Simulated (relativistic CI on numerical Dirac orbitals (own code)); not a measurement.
Hyperfine structure of Ir LXXII, mass number 193

Computed by Dirac-Coulomb-Breit CI, orbitals from a KLI potential per configuration, model QED (radiative potential, 1s self-energy scaled to tabulated hydrogen-like ionisation energies), unscaled Slater integrals (own radial code, finite nucleus).

Configurations in the expansion (outside the closed core 1s2): 2s²2p², 2s2p³, 2p⁴, 2p³3s, 2p³3p, 2s²2p3s, 2p³3d, 2s²2p3p, 2s²2p3d, 2s2p²3s, 2s2p²3p, 2s2p²3d, 2s²2p4s, 2s²2p4p, 2s²2p4d, 2s²2p4f. Levels of other configurations are missing.

Nuclear spin I = 3/2, μ = 0.163 μN, Q = 0.751 b (tables of Stone and Pyykkö). The electronic factors are computed for point nuclear moments, without core polarisation or the Bohr-Weisskopf and QED corrections.

| Level | E (10³ cm⁻¹) | A (GHz) | B (GHz) |
| --- | --- | --- | --- |
| 2s²2p² ³P1 | 13709.1 | -120.1 | 724 |
| 2s²2p² ¹D2 | 13857.8 | 331.5 | 1380 |
| 2s²2p² ³P2 | 27785.9 | 106.8 | 65.9 |
| 2s2p³ ⁵S°2 | 29784.9 | 604.5 | 191 |
| 2s2p³ ³D°3 | 30154.3 | 757.9 | -3.3 |
| 2s2p³ ³S°1 | 30901.0 | -784.2 | -376 |
| 2s2p³ ¹D°2 | 30972.8 | -66.61 | -125 |
| 2s2p³ ³P°1 | 31010.3 | 1970 | 218 |

Levels with J = 0, under 50 % of one LS term, or S terms without an open s electron are left out. Small factors come from cancelling terms and can be off by tens of per cent or more.

At this charge energies of transitions that change n are usually good to better than 1 %, and those within a shell (Δn = 0) to a few per cent.

Task: Give the hyperfine levels of 2s²2p² ³P1 relative to its centre of gravity.

Result: With K = F(F + 1) − I(I + 1) − J(J + 1), E = AK/2 + B[¾K(K + 1) − I(I + 1)J(J + 1)]/[2I(2I − 1)J(2J − 1)]: F = 1/2: 1205, F = 3/2: -603.8, F = 5/2: 0.818 GHz.

LS names give the leading component of a level, which can be under half, so a name can repeat, a term be missing and a line seem to break the LS rules.
